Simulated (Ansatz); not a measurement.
`C=NB[SiH3]` + `BO` → `BOB[SiH3]` + `C=N` at 500 K and 1 bar (ligand exchange at a B–N bond).

Program: Ansatz. Geometries: PBE0-D4/def2-TZVP. ΔE: electronic, gas phase. CCSD(T)/CBS adds triple-zeta CCSD(T) − MP2 to the extrapolated MP2 energy (def2 sets, frozen cores). This one scheme is used for every species. Each species was taken in one conformer, which may not be the lowest.

```json
{"species": "`C=NB[SiH3]`", "CCSD(T)/CBS energy (Eh)": "-410.21746", "H − E (kJ/mol)": "221.0", "S (J/(mol·K))": "381.4"}
{"species": "`BO`", "CCSD(T)/CBS energy (Eh)": "-101.80414", "H − E (kJ/mol)": "113.6", "S (J/(mol·K))": "256.0"}
{"species": "`BOB[SiH3]`", "CCSD(T)/CBS energy (Eh)": "-417.48760", "H − E (kJ/mol)": "209.2", "S (J/(mol·K))": "399.4"}
{"species": "`C=N`", "CCSD(T)/CBS energy (Eh)": "-94.52360", "H − E (kJ/mol)": "124.2", "S (J/(mol·K))": "249.5"}
```

H − E and S are ideal-gas, rigid-rotor, harmonic terms from PBE0-D4/def2-TZVP, for one conformer and one mirror image of each species. 1 Eh = 2625.50 kJ/mol, R = 8.31446 J/(mol·K).

Task: By hand: ΔE, ΔH, ΔS and ΔG.

Result: ΔE = (-417.48760) + (-94.52360) − (-410.21746) − (-101.80414) = 0.01040 Eh = 27.3 kJ/mol. Δ(H − E) = 209.2 + 124.2 − 221.0 − 113.6 = -1.2, so ΔH = 26.1 kJ/mol. ΔS = 399.4 + 249.5 − 381.4 − 256.0 = 11.5 J/(mol·K). ΔG = 26.1 − 500 × (11.5)/1000 = 20.4 kJ/mol.

Task: By hand: the equilibrium constant, and the temperature at which ΔG would vanish if ΔH and ΔS stayed fixed.

Result: log₁₀ K = −ΔG/(RT ln 10) = -2.1. ΔG = 0 at ΔH/ΔS = 2270 K, though so small a ΔS makes that figure unsure.

The number of gas molecules stays the same, so ΔS is small and ΔH decides. A doubt of 5 kJ/mol in ΔE shifts log₁₀ K by 0.5 here. Other conformers and mirror images would add mixing entropy, several J/(mol·K) or more a flexible species. Modes under 60 cm⁻¹, often nearly free rotors, make the harmonic entropy too high. These are equilibria of isolated gas molecules and say nothing of rates. Largest T1 diagnostic: 0.017 (customary marks: 0.02 for closed shells, 0.045 for open ones).
